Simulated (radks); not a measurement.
Q: The cadmium ion Cd+, 47 electrons, occupied as [Kr] 4d10 5s1 (the NIST ground configuration). Method: scalar-relativistic Kohn-Sham, PBE, spin-polarised, spherical densities, finite nucleus; open shells are filled with parallel spins first (spin-orbit coupling, left out, can overturn this in heavy ions); Fermi nuclear charge, rms radius 4.6087 fm; computed with a radial shooting solver on a logarithmic mesh with Libxc functionals. Some entries of the table are withheld. Estimate them.

orbital  occ.  eigenvalue (eV)  <r> (bohr)  r(max) (bohr)
1s up       1        -26533.15     0.03040        0.01968
1s down     1        -26533.12     0.03040        0.01968
2s up       1        -3946.610      0.1317         0.1112
2s down     1        -3946.607      0.1317         0.1112
2p up       3        -3542.245      0.1149        0.08898
2p down     3        -3542.238      0.1149        0.08898
3s up       1        -742.6959      0.3583         0.3239
3s down     1        -742.6752      0.3583         0.3239
3p up       3        -610.0295      0.3571         0.3171
3p down     3        -610.0088      0.3571         0.3171
3d up       5        -402.3854      0.3347         0.2658
3d down     5        -402.3705      0.3347         0.2658
4s up       1        -114.7365      0.8795         0.7954
4s down     1        -114.7068      0.8792         0.7955
4p up       3         -75.8200         (1)         0.8456
4p down     3         -75.7659         (2)         0.8456
4d up       5         -20.6069       1.279            (3)
4d down     5         -20.3562       1.265            (4)
5s up       1         -13.4733       2.641          2.239
5s down     0         -12.5418       2.637          2.232
5p up       0          -7.7362       3.418          2.821
5p down     0          -6.7913       3.423          2.840

A: 
(1) 4p up <r> (bohr): 0.9609
(2) 4p down <r> (bohr): 0.9597
(3) 4d up r(max) (bohr): 0.9817
(4) 4d down r(max) (bohr): 0.9799
